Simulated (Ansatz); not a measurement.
C₂H₇FSi₂ (`C[Si@H]1[SiH2][C@H]1F`). Total charge 0; spin multiplicity 1. Geometry: relaxed with PBE0-D4/def2-TZVP.

```xyz
12

C    -1.576   -0.760   -0.548
Si    0.100   -0.536    0.220
Si    1.894    1.022   -0.676
C     0.541    1.196    0.714
F    -0.457    2.132    0.434
H    -1.629   -1.676   -1.138
H    -1.798    0.092   -1.193
H    -2.339   -0.803    0.232
H     0.574   -1.657    1.062
H     2.697    0.125    0.263
H     1.058   -0.497   -1.085
H     0.934    1.361    1.715
```

Question: What is the dipole moment at r2SCAN/def2-TZVPP? (Best estimate.)

Answer: The calculation gave: 2.61 D, with components (-1.11, -2.25, 0.71) D in this frame, pointing from negative to positive charge.

Question: And with PBE, B3LYP, ωB97M-V? (Best estimate.)

Answer: The calculation gave: PBE 2.45 D, B3LYP 2.56 D, ωB97M-V 2.59 D.

Question: Give the Mulliken charges with r2SCAN, ωB97M-V, PBE in def2-TZVPP. (Best estimate.)

Answer: Ansatz gave: 
```json
{"atom": "C1", "r2SCAN": "-0.27", "ωB97M-V": "-0.41", "PBE": "-0.34"}
{"atom": "Si2", "r2SCAN": "0.31", "ωB97M-V": "0.27", "PBE": "0.21"}
{"atom": "Si3", "r2SCAN": "0.02", "ωB97M-V": "-0.01", "PBE": "-0.04"}
{"atom": "C4", "r2SCAN": "0.03", "ωB97M-V": "-0.04", "PBE": "0.05"}
{"atom": "F5", "r2SCAN": "-0.24", "ωB97M-V": "-0.24", "PBE": "-0.21"}
{"atom": "H6", "r2SCAN": "0.08", "ωB97M-V": "0.13", "PBE": "0.11"}
{"atom": "H7", "r2SCAN": "0.10", "ωB97M-V": "0.14", "PBE": "0.13"}
{"atom": "H8", "r2SCAN": "0.09", "ωB97M-V": "0.13", "PBE": "0.12"}
{"atom": "H9", "r2SCAN": "-0.06", "ωB97M-V": "-0.01", "PBE": "-0.04"}
{"atom": "H10", "r2SCAN": "-0.09", "ωB97M-V": "-0.04", "PBE": "-0.05"}
{"atom": "H11", "r2SCAN": "-0.05", "ωB97M-V": "-0.03", "PBE": "-0.03"}
{"atom": "H12", "r2SCAN": "0.08", "ωB97M-V": "0.12", "PBE": "0.09"}
```

B3LYP here is the variant with VWN-RPA as its local correlation; programs differ in this.
